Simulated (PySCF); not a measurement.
IK, triplet, at the geometry of the source list (a higher spin typed on purpose: for a closed-shell molecule this is an excited state) (core potentials on I); B97M-V/def2-SVPD run with PySCF.

The PySCF input:
```python
from pyscf import gto, scf, dft

mol = gto.M(
    atom='''
K    -1.058900   -0.752200   -0.902200
I     1.058900    0.752200    0.902200
''',
    basis='def2-svpd',
    ecp={'I': 'def2-svpd'},
    charge=0,
    spin=2,
    verbose=4,
)

mf = dft.UKS(mol)
mf.xc = 'b97m_v'
mf.kernel()
```

Task: Predict the main parts of the log of this PySCF run.

Result: 
```
PySCF version 2.14.0

[INPUT] verbose = 4
[INPUT] num. atoms = 2
[INPUT] num. electrons = 44
[INPUT] charge = 0
[INPUT] spin (= nelec alpha-beta = 2S) = 2
[INPUT] symmetry False subgroup None
[INPUT] Mole.unit = angstrom
[INPUT] Symbol           X                Y                Z      unit          X                Y                Z       unit  Magmom
[INPUT]  1 K     -1.058900000000  -0.752200000000  -0.902200000000 AA   -2.001030993302  -1.421451990898  -1.704910909583 Bohr   0.0
[INPUT]  2 I      1.058900000000   0.752200000000   0.902200000000 AA    2.001030993302   1.421451990898   1.704910909583 Bohr   0.0

nuclear repulsion = 79.4702399847727
number of shells = 24
number of NR pGTOs = 124
number of NR cGTOs = 62
basis = def2-svpd
ecp = {'I': 'def2-svpd'}

******** <class 'pyscf.dft.uks.UKS'> ********
method = UKS
initial guess = minao
damping factor = 0
level_shift factor = 0
DIIS = <class 'pyscf.scf.diis.CDIIS'>
diis_start_cycle = 1
diis_space = 8
diis_damp = 0
SCF conv_tol = 1e-09
SCF conv_tol_grad = None
SCF max_cycles = 50
direct_scf = True
direct_scf_tol = 1e-13
number electrons alpha = 23  beta = 21
XC library pyscf.dft.libxc version 7.1.2
    S. Lehtola, C. Steigemann, M. J. T. Oliveira, and M. A. L. Marques,  SoftwareX 7, 1–5 (2018)
XC functionals = b97m_v
    N. Mardirossian and M. Head-Gordon,  J. Chem. Phys. 142, 074111 (2015)
radial grids:
    Treutler-Ahlrichs [JCP 102, 346 (1995); DOI:10.1063/1.469408] (M4) radial grids

becke partition: Becke, JCP 88, 2547 (1988); DOI:10.1063/1.454033
pruning grids: <function nwchem_prune>
grids dens level: 3
symmetrized grids: False
atomic radii adjust function: <function treutler_atomic_radii_adjust>
** Following is NLC and NLC Grids **
NLC functional = b97m_v
radial grids:
    Treutler-Ahlrichs [JCP 102, 346 (1995); DOI:10.1063/1.469408] (M4) radial grids

becke partition: Becke, JCP 88, 2547 (1988); DOI:10.1063/1.454033
pruning grids: <function nwchem_prune>
grids dens level: 3
symmetrized grids: False
atomic radii adjust function: <function treutler_atomic_radii_adjust>
small_rho_cutoff = 0
Set gradient conv threshold to 3.16228e-05
tot grids = 42000
tot grids = 42000
init E= -866.001667384885

cycle= 1 E= -894.281437509257  delta_E= -28.3  |g|= 2.27  |ddm|= 6.37

cycle= 2 E= -885.104258185198  delta_E= 9.18  |g|= 2.44  |ddm|= 7.26

cycle= 3 E= -895.687754620126  delta_E= -10.6  |g|= 0.952  |ddm|= 6.53

cycle= 4 E= -897.239353464659  delta_E= -1.55  |g|= 0.284  |ddm|= 4.04

cycle= 5 E= -897.312318919996  delta_E= -0.073  |g|= 0.154  |ddm|= 1.73

cycle= 6 E= -897.331352951845  delta_E= -0.019  |g|= 0.0269  |ddm|=  0.3

cycle= 7 E= -897.332191926449  delta_E= -0.000839  |g|= 0.00454  |ddm|= 0.211

cycle= 8 E= -897.332215200341  delta_E= -2.33e-05  |g|= 0.00124  |ddm|= 0.0287

cycle= 9 E= -897.332216600903  delta_E= -1.4e-06  |g|= 0.000294  |ddm|= 0.00666

cycle= 10 E= -897.332216671022  delta_E= -7.01e-08  |g|= 0.000193  |ddm|= 0.00147

cycle= 11 E= -897.332216711206  delta_E= -4.02e-08  |g|= 3.65e-05  |ddm|= 0.000588

cycle= 12 E= -897.332216714062  delta_E= -2.86e-09  |g|= 1.47e-05  |ddm|= 0.000307

cycle= 13 E= -897.332216715745  delta_E= -1.68e-09  |g|= 1.04e-05  |ddm|= 0.000265

cycle= 14 E= -897.332216716976  delta_E= -1.23e-09  |g|= 7.91e-06  |ddm|= 0.000285

cycle= 15 E= -897.332216717588  delta_E= -6.12e-10  |g|= 5.73e-06  |ddm|= 0.000204

Extra cycle  E= -897.332216717824  delta_E= -2.35e-10  |g|= 5.74e-06  |ddm|= 8.47e-05
converged SCF energy = -897.332216717824  <S^2> = 2.0024898  2S+1 = 3.0016594
```
